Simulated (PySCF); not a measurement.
N-ethylbutan-2-amine, C6H15N.
Structure used (GFN2-xTB), in Å, numbered top down from 1:
```
atom  x, y, z in Å
C1    -2.8089    0.9467   -0.1630
C2    -1.7841   -0.0892    0.2817
N3    -0.4855    0.2358   -0.2708
C4     0.6239   -0.5916    0.1668
C5     0.5843   -2.0234   -0.3878
C6     1.9335    0.0961   -0.2384
C7     2.0866    1.4628    0.4154
H8    -2.9358    0.9170   -1.2433
H9    -2.4754    1.9420    0.1175
H10   -3.7707    0.7501    0.3036
H11   -2.1436   -1.0943   -0.0033
H12   -1.6890   -0.0683    1.3720
H13   -0.5312    0.2367   -1.2859
H14    0.5743   -0.6343    1.2621
H15   -0.3347   -2.5264   -0.0957
H16    1.4231   -2.6012   -0.0089
H17    0.6401   -2.0050   -1.4752
H18    1.9472    0.2101   -1.3249
H19    2.7716   -0.5449    0.0417
H20    1.2213    2.0772    0.1841
H21    2.9833    1.9606    0.0540
H22    2.1590    1.3630    1.4959
```

PySCF, density fitting, gas phase, GFN2-xTB geometry. The standard run uses grid level 2 after a coarse-grid start, the def2-universal JK fitting basis (with tight functions added where the orbital basis needs them), an energy threshold of 1e-9 Eh and DIIS. Cycle counts include a coarse-grid stage where the run had one.

Problem. Standard PBE0/pcSseg-1: E = -292.023807 Eh, HOMO -6.217 eV, LUMO 1.504 eV, dipole 0.958 D, 12 cycles (coarse-grid cycles included). What changes at PBE0/pcSseg-1 with: grid level 4?

Solution. E = -292.023812 Eh (-0.005 mEh), HOMO -6.218 eV (-0.001), LUMO 1.503 eV (-0.001), dipole 0.958 D (0.000), 12 SCF cycles. The result matches the standard run within 0.02 mEh and 0.003 eV.

The cycles:
```
cycle   1  E = -291.9170216499  dE =  4.930e-01  |g| = 4.901e-01  |ddm| = 3.844e+00
cycle   2  E = -291.9063508340  dE =  1.067e-02  |g| = 5.461e-01  |ddm| = 9.841e-01
cycle   3  E = -291.9813067272  dE = -7.496e-02  |g| = 4.910e-02  |ddm| = 5.493e-01
cycle   4  E = -291.9816467781  dE = -3.401e-04  |g| = 2.824e-02  |ddm| = 6.523e-02
cycle   5  E = -291.9818150749  dE = -1.683e-04  |g| = 3.947e-03  |ddm| = 2.640e-02
cycle   6  E = -291.9818181015  dE = -3.027e-06  |g| = 1.008e-03  |ddm| = 3.949e-03
cycle   7  E = -292.0237818508  dE = -6.350e-05  |g| = 1.067e-02  |ddm| = 3.692e-02
cycle   8  E = -292.0237738774  dE =  7.973e-06  |g| = 1.207e-02  |ddm| = 2.081e-02
cycle   9  E = -292.0238114935  dE = -3.762e-05  |g| = 7.128e-04  |ddm| = 1.148e-02
cycle  10  E = -292.0238115891  dE = -9.560e-08  |g| = 2.997e-04  |ddm| = 9.578e-04
cycle  11  E = -292.0238116076  dE = -1.847e-08  |g| = 4.270e-05  |ddm| = 2.415e-04
cycle  12  E = -292.0238116079  dE = -3.256e-10  |g| = 1.802e-05  |ddm| = 4.989e-05
```
